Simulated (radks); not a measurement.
Values are calculated unless marked as measured or tabulated.
All-electron atom: Au II in [Xe] 4f14 5d10. Level of theory: Dirac Kohn-Sham, PBE, spin-unpolarised, spherical densities, finite nucleus; Fermi nuclear charge, rms radius 5.4371 fm (a radial shooting solver on a logarithmic mesh with Libxc functionals).

Normalised radial functions P(r) = r R(r) (large component), r in bohr:

```
   r/bohr * 6p1/2 (the largest magnitude, 0.599, reaches the edge; | marks zero)
0.0007373                             *
0.0008652                             *
 0.001007                             *
 0.001182                             *
 0.001376                             *
 0.001602                             *
  0.00188                             *
 0.002188                             *
 0.002568                             *
  0.00299                             *
 0.003508                             *
 0.004084                             |*
 0.004755                             |*
  0.00558                             |*
 0.006496                             |*
 0.007623                             |*
 0.008874                             |*
  0.01033                             | *
  0.01212                             | *
  0.01411                             | *
  0.01656                             | *
  0.01928                             |  *
  0.02245                             |  *
  0.02634                             |  *
  0.03067                             |  *
  0.03599                             |  *
   0.0419                             |  *
  0.04916                             | *
  0.05724                             |*
  0.06663                             *
  0.07819                           * |
  0.09103                          *  |
   0.1068                         *   |
   0.1244                        *    |
   0.1448                         *   |
   0.1699                          *  |
   0.1978                             *
   0.2321                             |  *
   0.2702                             |     *
   0.3171                             |      *
   0.3691                             |     *
   0.4297                             |  *
   0.5043                           * |
   0.5871                      *      |
    0.689                   *         |
   0.8021                  *          |
   0.9337                   *         |
    1.096                        *    |
    1.276                             | *
    1.497                             |         *
    1.743                             |               *
    2.029                             |                     *
    2.381                             |                         *
    2.772                             |                          *
    3.252                             |                         *
    3.786                             |                      *
    4.443                             |                  *
    5.173                             |             *
    6.022                             |        *
    7.067                             |    *
    8.227                             |  *
    9.655                             |*
    11.24                             *
```

6p1/2 (empty): eigenvalue -7.469 eV, 4 radial nodes at r = 0.0667, 0.197, 0.475, 1.22 bohr, <r> = 3.39 bohr, 90 % of the charge inside 5.08 bohr.
